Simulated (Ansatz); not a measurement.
`N[CH2][InH2]` + silanol → `NCO[SiH3]` + `[InH3]` at 600 K and 1 bar (substitution at a C–In bond).

Gas-phase electronic energies from Ansatz, PBE0-D4/def2-TZVP geometries. CBS: MP2 limit from def2 TZ/QZ plus the TZ coupled-cluster correction, frozen cores. def2 core potentials past Kr. For In outer-core shells are correlated without core-valence functions, which leaves a few kJ/mol of doubt a bond. One conformer a species, not always the lowest.

```json
{"species": "`N[CH2][InH2]`", "CCSD(T)/CBS energy (Eh)": "-286.12674", "H − E (kJ/mol)": "222.1", "S (J/(mol·K))": "400.0"}
{"species": "`O[SiH3]`", "CCSD(T)/CBS energy (Eh)": "-366.69042", "H − E (kJ/mol)": "135.7", "S (J/(mol·K))": "307.9"}
{"species": "`NCO[SiH3]`", "CCSD(T)/CBS energy (Eh)": "-461.23989", "H − E (kJ/mol)": "280.4", "S (J/(mol·K))": "412.4"}
{"species": "`[InH3]`", "CCSD(T)/CBS energy (Eh)": "-191.56739", "H − E (kJ/mol)": "71.1", "S (J/(mol·K))": "266.1"}
```

H − E and S are ideal-gas, rigid-rotor, harmonic terms from PBE0-D4/def2-TZVP, for one conformer and one mirror image of each species. 1 Eh = 2625.50 kJ/mol, R = 8.31446 J/(mol·K).

Q: By hand: ΔE, ΔH, ΔS and ΔG.

A: ΔE = (-461.23989) + (-191.56739) − (-286.12674) − (-366.69042) = 0.00988 Eh = 25.9 kJ/mol. Δ(H − E) = 280.4 + 71.1 − 222.1 − 135.7 = -6.3, so ΔH = 19.6 kJ/mol. ΔS = 412.4 + 266.1 − 400.0 − 307.9 = -29.4 J/(mol·K). ΔG = 19.6 − 600 × (-29.4)/1000 = 37.2 kJ/mol.

Q: By hand: the equilibrium constant, and the temperature at which ΔG would vanish if ΔH and ΔS stayed fixed.

A: log₁₀ K = −ΔG/(RT ln 10) = -3.2. ΔH and −TΔS have one sign here, so there is no such temperature.

TΔS isn't small against ΔH here. A doubt of 5 kJ/mol in ΔE shifts log₁₀ K by 0.4 here. Other conformers and mirror images would add mixing entropy, several J/(mol·K) or more a flexible species. Modes under 60 cm⁻¹, often nearly free rotors, make the harmonic entropy too high. These are equilibria of isolated gas molecules and say nothing of rates. Largest T1 diagnostic: 0.014 (customary marks: 0.02 for closed shells, 0.045 for open ones).
